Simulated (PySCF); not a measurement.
Input for PySCF: R-B3LYP/6-311+G** on C3H6 (SMILES C=CC), a point of a torsion scan.

```python
from pyscf import gto, scf, dft, mp
from pyscf.data.elements import chemcore

mol = gto.M(
    atom='''
    C     0.74268177    0.28358015    1.66081021
    C     0.25744348   -0.19500788    0.53109628
    C    -1.13574867    0.03161867    0.04557667
    H     0.15233450    0.91066348    2.30926381
    H     1.74993182    0.08111980    1.98273573
    H     0.87094553   -0.82674172   -0.09889302
    H    -1.61353493    0.84006461    0.59372584
    H    -1.13257702    0.28085064   -1.01472628
    H    -1.72641161   -0.87649482    0.16908124
    ''',
    basis='6-311+g**',
    charge=0, spin=0, verbose=3, max_memory=1800)
mf = dft.RKS(mol, xc='b3lyp')
mf.conv_tol = 1e-8
mf.max_cycle = 100
mf.kernel()
if not mf.converged:
    mf = mf.newton().run(mf.mo_coeff, mf.mo_occ)
```

Q: Predict the final total energy.

A: -117.9446 hartree.
